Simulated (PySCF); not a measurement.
# Bond lengths and vibrations by method: ClF2Si cation

All numbers below are calculated, not measured. The program is PySCF 2.14.0, an open-source quantum chemistry code, run on an isolated molecule that a program drew, which may never have been made. The molecule is ClF2Si cation (charge +1, singlet), drawn as the SMILES string `F[Si+](F)Cl`.

The geometry was optimised and harmonic frequencies were computed with HF and MP2, all in the cc-pV(D+d)Z basis, for the commonest isotopes, with a restricted reference for singlets and an unrestricted one otherwise, and a frozen core in MP2. Each result is a local minimum of its method.

Geometry at the HF minimum:
```xyz
4
ClF2Si cation, angstrom
F     0.1431   -3.5573   -0.1977
Si   -0.3154   -2.1033   -0.3825
F     0.6440   -1.2027   -1.1743
Cl   -1.9736   -1.4561    0.3273
```

Lengths of the bonds as drawn, in Å (atoms numbered as above):
| bond | HF | MP2 |
|---|---|---|
| F1-Si2 | 1.536 | 1.563 |
| Si2-F3 | 1.536 | 1.563 |
| Si2-Cl4 | 1.916 | 1.930 |

Rotational constants, in GHz:
| constant | HF | MP2 |
|---|---|---|
| A | 7.883 | 7.576 |
| B | 3.58 | 3.523 |
| C | 2.462 | 2.405 |

Harmonic frequencies in cm^-1, each column in rising order, so a row needn't be the same motion in every method:
```
rank    HF   MP2
   1   243   233
   2   314   296
   3   337   320
   4   653   631
   5  1050     ?
   6  1161  1105
```

**Estimate the missing MP2 frequency from the HF column.**

A single factor s that minimises the squared misfit of MP2 against s times HF over the other rows is sum(HF x MP2) / sum(HF^2) = 0.9544, with an rms misfit of 4 cm^-1. For rank 5 it gives 0.9544 x 1050 = 1002 cm^-1. The calculation gives 1001 cm^-1, 1 cm^-1 below the estimate. The drawn bonds are on average 1.4 % longer in MP2 than in HF.
